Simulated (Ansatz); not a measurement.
```yaml
crystal:
  periodic: [false, false, false]
  atoms:
    - {symbol: N, position_ang: [-0.927125, 0.248353, 1.162201]}
    - {symbol: C, position_ang: [1.386369, 1.712333, 1.198843]}
    - {symbol: Cl, position_ang: [1.086369, 1.662333, 1.148843]}
    - {symbol: Si, position_ang: [0.502029, -0.314716, -0.839313]}
    - {symbol: O, position_ang: [-0.605144, -1.299444, -1.096085]}
    - {symbol: H, position_ang: [-1.100847, 0.739341, 1.942863]}
    - {symbol: H, position_ang: [1.700958, -0.930499, -0.634537]}
    - {symbol: H, position_ang: [0.616485, 0.603204, -1.840744]}
    - {symbol: H, position_ang: [-1.245661, -1.271302, -0.483844]}
basis:
  gaussian: {orbitals: STO-3G, nuclear_model: gaussian}
total_charge: 1
magnetization: {spin_polarized: true, initial_magnetization: 1}
hamiltonian: {xc: {name: B3LYP5}, pseudopotentials: {relativity: none}}
```

```sh
$ ansatz run in.yaml --threads 4 --pin off --events-out ev --progress --plain --max-ram 10444MiB
```

Output, abridged:

```
Functional definition: B3LYP5
  name "B3LYP5"
  cite "Stephens, Devlin, Chabalowski & Frisch, J. Phys. Chem. 98, 11623 (1994) doi:10.1021/j100096a001"
  cite "Becke, Phys. Rev. A 38, 3098 (1988) doi:10.1103/PhysRevA.38.3098"
  cite "Lee, Yang & Parr, Phys. Rev. B 37, 785 (1988) doi:10.1103/PhysRevB.37.785"
  cite "Vosko, Wilk & Nusair, Can. J. Phys. 58, 1200 (1980) doi:10.1139/p80-159"
  parameter a0 = 0.2
  parameter ax = 0.72
  parameter ac = 0.81
  exchange = (1 - a0 - ax)*slater_x + ax*b88_x + a0*exact_x
  correlation = (1 - ac)*vwn5_c + ac*lyp_c
453 factors; integrals over basis functions are off by at most 4.2e-5 eV
mean field evaluation 1: about -23581.1003 eV, gradient 2.6e1 eV
mean field evaluation 2: about -23526.2448 eV, gradient 7.7e1 eV
mean field evaluation 4: about -23585.9975 eV, gradient 7.8e0 eV
mean field evaluation 8: about -23587.2036 eV, gradient 8.4e-1 eV
mean field evaluation 16: about -23587.2147 eV, gradient 5.8e-3 eV
mean field evaluation 32: about -23587.2142 eV, gradient 4.4e-2 eV
a density is far from that of the atoms, so the factors are made again for it
486 factors; integrals over basis functions are off by at most 3.1e-5 eV
mean field -23587.21436211 eV, -866.8141398194 hartree, gradient 1.4e-5 eV, S^2 1.542721; 0 other end points of the search recorded, 0 dependent functions left out
reference -23587.21455292 eV, -866.8141468317 hartree; 28, 27 occupied and 9, 10 virtual orbitals, 486 factors
Total energy: -23587.21455292 eV, -866.8141468317 hartree
```

Problem. Something in this input is off. What?

Solution. One atom was put on top of another. The run converged. The result belongs to that input, not to the molecule as meant.

B3LYP here is the variant with VWN-RPA as its local correlation; programs differ in this.
